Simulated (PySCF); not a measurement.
Cl4Hf (SMILES [Cl][Hf]([Cl])([Cl])[Cl]), singlet, geometry from GFN2-xTB (such geometries of metal compounds can be far from the true shape) (core potentials on Hf). Base run: DF-TPSS/def2-SVP (PySCF).

PySCF was given this input:
```python
from pyscf import gto, scf, dft

mol = gto.Mole()
mol.atom = '''
    Hf   -0.00000000    0.00000000   -0.00000000
    Cl    1.78045031   -0.57805925   -1.23717810
    Cl    0.66517234    0.48418292    2.08755314
    Cl   -0.98826069    1.79908379   -0.90631327
    Cl   -1.45736195   -1.70520746    0.05593824
'''
mol.basis = 'def2-svp'
mol.ecp = {'Hf': 'def2-svp'}
mol.verbose = 4
mol.build()

mf = dft.RKS(mol)
mf.xc = 'tpss'
mf = mf.density_fit(auxbasis='def2-universal-jkfit')
mf.kernel()
mf.analyze()
```

Each row names what was changed in the base input (with any setting that the change needs).

```json
[
 {"change": "base", "ΔE vs base (µEh)": "0.0", "SCF cycles": "9", "outcome": "converged"},
 {"change": "init_guess = vsap", "ΔE vs base (µEh)": "-", "SCF cycles": "-", "outcome": "input refused"},
 {"change": "conv_tol = 1e-12", "ΔE vs base (µEh)": "0.0", "SCF cycles": "14", "outcome": "converged"},
 {"change": "init_guess = huckel", "ΔE vs base (µEh)": "0.0", "SCF cycles": "12", "outcome": "converged"},
 {"change": "diis_space = 4", "ΔE vs base (µEh)": "0.0", "SCF cycles": "8", "outcome": "converged"},
 {"change": "init_guess = 1e", "ΔE vs base (µEh)": "0.0", "SCF cycles": "13", "outcome": "converged"},
 {"change": "conv_tol = 1e-7", "ΔE vs base (µEh)": "0.0", "SCF cycles": "7", "outcome": "converged"},
 {"change": "solver = newton", "ΔE vs base (µEh)": "0.0", "SCF cycles": "-", "outcome": "converged"},
 {"change": "conv_tol = 1e-4", "ΔE vs base (µEh)": "0.0", "SCF cycles": "6", "outcome": "converged"},
 {"change": "init_guess = atom", "ΔE vs base (µEh)": "0.0", "SCF cycles": "8", "outcome": "converged"},
 {"change": "solver = newton; init_guess = 1e", "ΔE vs base (µEh)": "0.0", "SCF cycles": "-", "outcome": "converged"},
 {"change": "diis = off (with mf.max_cycle = 100)", "ΔE vs base (µEh)": "-", "SCF cycles": "100", "outcome": "not converged"},
 {"change": "diis = off; damp = 0.6 (with mf.diis_start_cycle = 200; with mf.max_cycle = 150)", "ΔE vs base (µEh)": "0.0", "SCF cycles": "17", "outcome": "converged"}
]
```

- init_guess = vsap: ended with `AssertionError: ECP or PP not supported`
